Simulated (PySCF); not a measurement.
# input.py for Cl3Ir

File input.py (PySCF 2.14):

```python
from pyscf import gto, dft

mol = gto.M(
    atom='Ir 0 -0.2143 -0.0327; Cl 0.005 0.0859 2.095; Cl 1.7799 0.5528 -0.9609; Cl -1.7849 0.5515 -0.9524',
    basis='sbkjc',
    ecp={'Ir': 'sbkjc', 'Cl': 'sbkjc'},
    charge=0,
    spin=0,
    symmetry=True,
    verbose=4,
)
mf = dft.RKS(mol, xc='revpbe')
mf.kernel()
mf.mulliken_pop()
mf.dip_moment()
print('orbital energies (hartree):', mf.mo_energy[..., max(0, mol.nelec[1]-3):mol.nelec[0]+3].round(4))
```

```bash
$ OMP_NUM_THREADS=1 python input.py
```

The log (some set-up lines and the per-cycle HOMO/LUMO lines with their warnings removed):

```
PySCF version 2.14.0

[INPUT] verbose = 4
[INPUT] num. atoms = 4
[INPUT] num. electrons = 38
[INPUT] charge = 0
[INPUT] spin (= nelec alpha-beta = 2S) = 0
[INPUT] symmetry True subgroup None
[INPUT] Mole.unit = angstrom
[INPUT] Symbol           X                Y                Z      unit          X                Y                Z       unit  Magmom
[INPUT]  1 Ir     0.000000000000  -0.214300000000  -0.032700000000 AA    0.000000000000  -0.404968308494  -0.061794044273 Bohr   0.0
[INPUT]  2 Cl     0.005000000000   0.085900000000   2.095000000000 AA    0.009448630623   0.162327474100   3.958976230964 Bohr   0.0
[INPUT]  3 Cl     1.779900000000   0.552800000000  -0.960900000000 AA    3.363523529113   1.044640601660  -1.815837833095 Bohr   0.0
[INPUT]  4 Cl    -1.784900000000   0.551500000000  -0.952400000000 AA   -3.372972159736   1.042183957698  -1.799775161036 Bohr   0.0

nuclear repulsion = 109.734426860877
point group symmetry = C1
symmetry origin: [0. 0. 0.]
symmetry axis x: [1. 0. 0.]
symmetry axis y: [0. 1. 0.]
symmetry axis z: [0. 0. 1.]
num. orbitals of irrep A = 55
number of shells = 23
number of NR pGTOs = 101
number of NR cGTOs = 55
basis = sbkjc
ecp = {'Ir': 'sbkjc', 'Cl': 'sbkjc'}

******** <class 'pyscf.dft.rks.RKS'> ********
method = RKS
initial guess = minao
damping factor = 0
level_shift factor = 0
DIIS = <class 'pyscf.scf.diis.CDIIS'>
diis_start_cycle = 1
diis_space = 8
diis_damp = 0
SCF conv_tol = 1e-09
SCF conv_tol_grad = None
SCF max_cycles = 50
direct_scf = True
direct_scf_tol = 1e-13
XC library pyscf.dft.libxc version 7.0.0
    S. Lehtola, C. Steigemann, M. J.T. Oliveira, and M. A.L. Marques.,  SoftwareX 7, 1–5 (2018)
XC functionals = revpbe
    Y. Zhang and W. Yang.,  Phys. Rev. Lett. 80, 890 (1998)
    J. P. Perdew, K. Burke, and M. Ernzerhof.,  Phys. Rev. Lett. 77, 3865 (1996)
    J. P. Perdew, K. Burke, and M. Ernzerhof.,  Phys. Rev. Lett. 78, 1396 (1997)
radial grids:
    Treutler-Ahlrichs [JCP 102, 346 (1995); DOI:10.1063/1.469408] (M4) radial grids

becke partition: Becke, JCP 88, 2547 (1988); DOI:10.1063/1.454033
pruning grids: <function nwchem_prune>
grids dens level: 3
symmetrized grids: True
atomic radii adjust function: <function treutler_atomic_radii_adjust>
small_rho_cutoff = 0
Set gradient conv threshold to 3.16228e-05
Initial guess from minao.
tot grids = 80952
init E= -146.301547551129

cycle= 1 E= -138.290274734959  delta_E= 8.01  |g|= 4.59  |ddm|= 16.6
cycle= 2 E= -127.007670063385  delta_E= 11.3  |g|= 8.44  |ddm|= 28.2
cycle= 3 E= -143.395511419235  delta_E= -16.4  |g|= 3.94  |ddm|= 19.7
cycle= 4 E= -143.579284635957  delta_E= -0.184  |g|= 3.61  |ddm|= 7.86
cycle= 5 E= -147.545358325392  delta_E= -3.97  |g|= 2.37  |ddm|= 8.44
cycle= 6 E= -147.85081502972  delta_E= -0.305  |g|= 2.19  |ddm|= 4.17
cycle= 7 E= -149.552890430428  delta_E= -1.7  |g|=  0.5  |ddm|= 3.29
cycle= 8 E= -149.255442497656  delta_E= 0.297  |g|= 1.12  |ddm|= 2.13
cycle= 9 E= -149.606559823003  delta_E= -0.351  |g|= 0.459  |ddm|= 0.938
cycle= 10 E= -149.661891707111  delta_E= -0.0553  |g|= 0.133  |ddm|= 0.372
cycle= 11 E= -149.669902036002  delta_E= -0.00801  |g|= 0.0221  |ddm|= 0.307
cycle= 12 E= -149.670149070608  delta_E= -0.000247  |g|= 0.00924  |ddm|= 0.0941
cycle= 13 E= -149.670184959372  delta_E= -3.59e-05  |g|= 0.00144  |ddm|= 0.031
cycle= 14 E= -149.670186649665  delta_E= -1.69e-06  |g|= 0.000575  |ddm|= 0.00902
cycle= 15 E= -149.670186830782  delta_E= -1.81e-07  |g|= 0.000124  |ddm|= 0.00186
cycle= 16 E= -149.670186837998  delta_E= -7.22e-09  |g|= 3.23e-05  |ddm|= 0.000363
cycle= 17 E= -149.670186838388  delta_E= -3.9e-10  |g|= 1.65e-05  |ddm|= 0.000132
Extra cycle  E= -149.670186837118  delta_E= 1.27e-09  |g|= 6.15e-05  |ddm|= 0.000155
converged SCF energy = -149.670186837118
 ** Mulliken pop  **
pop of  0 Ir 5s           2.02274
pop of  0 Ir 6s           0.72605
pop of  0 Ir 7s           0.01027
pop of  0 Ir 8s           0.03304
pop of  0 Ir 5px          2.01323
pop of  0 Ir 5py          1.99417
pop of  0 Ir 5pz          2.01279
pop of  0 Ir 6px          0.25044
pop of  0 Ir 6py          0.11828
pop of  0 Ir 6pz          0.24735
pop of  0 Ir 7px         -0.00482
pop of  0 Ir 7py          0.01678
[43 lines left out]
 ** Mulliken atomic charges  **
charge of    0Ir =     -0.32945
charge of    1Cl =      0.10989
charge of    2Cl =      0.10976
charge of    3Cl =      0.10980
Dipole moment(X, Y, Z, Debye): -0.00048, -0.58976, -0.08955
orbital energies (hartree): [-0.2285 -0.2231 -0.2231 -0.1902 -0.1902 -0.0629]
```

In short: E(SCF) = -149.670187 Eh, μ(SCF) = 0.60 D.

Run time: 7.8 s on 1 thread of Arm Neoverse N1 (shared host), peak memory 0.27 GiB.
